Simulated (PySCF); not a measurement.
## Vibration and rotation of CsPb⁺

BP86 constants of CsPb⁺, ³Π (triplet), unpaired electrons σ ↑, π ↑ (basis Cs def2-SVPD with ECP46, Pb def2-SVPD with ECP60; scalar-relativistic core potentials; PySCF 2.14; masses 132.9054 and 207.9766 u):

* ωe: 34.3 cm⁻¹
* ωexe: 0.152 cm⁻¹
* Be: 0.010939 cm⁻¹
* αe: 5.92e-05 cm⁻¹
* D (centrifugal): 4.46e-09 cm⁻¹

(1) Give the vibrational terms G(v) and spacings up to v = 6.

Spin–orbit coupling is left out, which matters for elements this heavy, above all for dissociation energies. The state is the lowest determinant that a PBE0 search found; another state may lie lower at other levels.

## Answers

(1) G(v) = ωe(v+½) − ωexe(v+½)².

```csv
v,G(v) (cm⁻¹),G(v) − G(v−1),Bv (cm⁻¹)
0,17.1,,0.01091
1,51.1,34.0,0.01085
2,84.8,33.7,0.01079
3,118.2,33.4,0.01073
4,151.3,33.1,0.01067
5,184.1,32.8,0.01061
6,216.5,32.5,0.01055
```
